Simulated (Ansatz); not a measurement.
Job for Ansatz (a quantum-chemistry and plane-wave program): R-wB97M-V/def2-TZVPP on H2SSn (SMILES [SH][SnH]), atoms moved off the minimum. Elements past Kr take the def2 small-core potentials; no spin–orbit coupling.

Ansatz 0.2 input:
```yaml
crystal:
  periodic: [false, false, false]
  atoms:
    - {symbol: Sn, position_ang: [0.16485447, -0.51130781, 0.26714751]}
    - {symbol: H, position_ang: [0.27517854, -1.42465212, -1.10883712]}
    - {symbol: S, position_ang: [-0.29665151, 1.39107160, -1.14514886]}
    - {symbol: H, position_ang: [-0.72057215, 2.27440066, -0.13189495]}
basis:
  gaussian:
    orbitals: def2-TZVPP
hamiltonian:
  xc: {name: wB97M-V}
scf: {lower_state_search: off}
output: {forces: true}
```

Output:

```
WARN ansatz: RAYON_NUM_THREADS=1 ignored (pool sized by the plan → 1); use --threads N
Functional definition: wB97M-V
these checks for a lower state are left out or cut short: stability, starts, cluster_reference, orbital_swaps, neighbouring_geometries, increment
integrals: 0.06 GiB planned
841 factors; their error is unknown
integrals: 0.09 GiB planned
171 factors; integrals over basis functions are off by at most 4.0e-5 eV
mean field: 0.51 GiB planned
mean field evaluation 1: about -16697.1786 eV, gradient 1.6e1 eV
mean field evaluation 2: about -16697.5920 eV, gradient 1.4e1 eV
mean field evaluation 4: about -16698.0685 eV, gradient 4.5e-1 eV
mean field evaluation 8: about -16698.1201 eV, gradient 2.1e-1 eV
mean field evaluation 16: about -16698.1202 eV, gradient 3.3e-3 eV
mean field -16698.12015355 eV, -613.6445972505 hartree, gradient 8.6e-6 eV, S^2 0.000000; 0 other end points of the search recorded, 0 dependent functions left out
the calculation of the forces begins
reference -16698.12019895 eV, -613.6445989191 hartree; 20, 20 occupied and 100, 100 virtual orbitals, 841 factors
Total energy: -16698.12019895 eV, -613.6445989191 hartree
Atom 0 at     0.164854    -0.511308     0.267148 Å, force    -0.235273     0.892682     1.213620 eV/Å
Atom 1 at     0.275179    -1.424652    -1.108837 Å, force     0.230778    -0.843160    -1.239107 eV/Å
Atom 2 at    -0.296652     1.391072    -1.145149 Å, force    -0.611533     0.922583     1.084086 eV/Å
Atom 3 at    -0.720572     2.274401    -0.131895 Å, force     0.616029    -0.972105    -1.058599 eV/Å
Dipole moment:     0.031000    -0.164230     0.324136 e Å
Checks for a lower state left out: stability, starts, cluster_reference, orbital_swaps, neighbouring_geometries, increment
```

The calculation finished and met its thresholds.

Cost: around 8 core-seconds (rough).
